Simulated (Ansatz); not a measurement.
Process, species as SMILES: NB (BH2-NH2) → B[NH-] + H+
B3LYP-D3(BJ)/def2-TZVP geometries, fixed; electronic energies without zero-point terms.

Basis-set convergence of the deprotonation energy at CCSD(T) with Ansatz (a program for electronic structure). Cartesian d functions, on some or all atoms, in 6-31G*, 6-31G**; all else is spherical. Cores are frozen. The proton leaves the site shown, which need not be the most acidic. No added dispersion term, no relativity. Functions are those of the species that has most. Reference: Hartree-Fock in aug-cc-pVQZ plus the correlation part extrapolated as X^-3 from aug-cc-pVTZ and aug-cc-pVQZ, 388.11 kcal/mol, itself unsure by roughly 0.08 kcal/mol (a third of the extrapolation step and of the last Hartree-Fock step). Deviations are taken from unrounded values. Cost is core time over that of def2-TZVPD, rough, on shared machines of one kind; a dash marks a row that isn't timed (too short, read off another run, short of memory, by another algorithm or on other hardware).

```tsv
basis	functions	deprotonation energy (kcal/mol)	minus reference (kcal/mol)	cost
3-21G	26	407.80	19.69	-
def2-SV(P)	36	391.79	3.68	-
6-31G*	38	399.40	11.29	-
6-31G**	50	404.56	16.45	-
6-311G**	60	396.08	7.97	-
aug-pcseg-1	82	386.80	-1.30	0.6×
6-311++G(2d,2p)	94	388.37	0.26	0.7×
def2-TZVPD	110	387.10	-1.00	1×
jun-cc-pV(T+d)Z	134	388.33	0.23	2×
def2-TZVPPD	142	388.68	0.58	2×
aug-pcseg-2	184	388.70	0.59	4×
def2-QZVPP	234	389.39	1.29	-
def2-QZVPPD	258	388.56	0.46	-
```
